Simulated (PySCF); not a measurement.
PySCF job for SbCl₅, SMILES [Cl][Sb]([Cl])([Cl])([Cl])[Cl], IEF-PCM-ωB97X/def2-SVP. Coordinates come from a PBE0-D3(BJ)/def2-SVP optimisation. The isomer is the one that the SMILES or the coordinates give; other isomers of the formula were not compared. The def2 effective core potentials stand for the cores of Sb; spin–orbit coupling is left out.

```python
import numpy as np
from pyscf import gto, scf, dft
from pyscf.solvent import pcm

mol = gto.M(
    atom='''
    Sb    0.00000000    0.00000000   -0.00000000
    Cl    2.33358616   -0.00000000   -0.00000000
    Cl    0.00000000   -0.00000000    2.36084178
    Cl   -0.00000000    0.00000001   -2.36084178
    Cl   -1.16679308   -2.02094490   -0.00000000
    Cl   -1.16679308    2.02094489    0.00000001
    ''',
    basis='def2-SVP',
    ecp={'Sb': 'def2-svp'},
    charge=0,
    spin=0,
    max_memory=1600,
    verbose=3,
)
mf = dft.RKS(mol, xc='wb97x').density_fit(auxbasis='def2-universal-jkfit')
mf.grids.level = 3
mf.conv_tol = 1e-9
mf.max_cycle = 100
mf.kernel()
res = {}
for name, eps in {'water': 78.355, 'methanol': 32.613, 'acetonitrile': 35.688}.items():
    s = mf.PCM()
    s.with_solvent.method, s.with_solvent.eps, s.with_solvent.lebedev_order = 'IEF-PCM', eps, 29
    s.kernel(mf.make_rdm1())
    res[name] = (s.e_tot, eps, s.dip_moment(), s.mo_energy, s.converged)
    print(f'{name}: electrostatic solvation free energy {(s.e_tot - mf.e_tot) * 627.509474:.3f} kcal/mol')
```

Output:

```
converged SCF energy = -2540.6604510956

WARN: PCM is an experimental feature. It is still in testing.
Features and APIs may be changed in the future.

converged SCF energy = -2540.66498736694
Dipole moment(X, Y, Z, Debye): -0.00211,  0.00000, -0.00000
water: electrostatic solvation free energy -2.847 kcal/mol

WARN: PCM is an experimental feature. It is still in testing.
Features and APIs may be changed in the future.

converged SCF energy = -2540.66482258566
Dipole moment(X, Y, Z, Debye): -0.00285,  0.00000, -0.00000
methanol: electrostatic solvation free energy -2.743 kcal/mol

WARN: PCM is an experimental feature. It is still in testing.
Features and APIs may be changed in the future.

converged SCF energy = -2540.66484651411
Dipole moment(X, Y, Z, Debye): -0.00274,  0.00000, -0.00000
acetonitrile: electrostatic solvation free energy -2.758 kcal/mol
```

Self-consistency was reached.
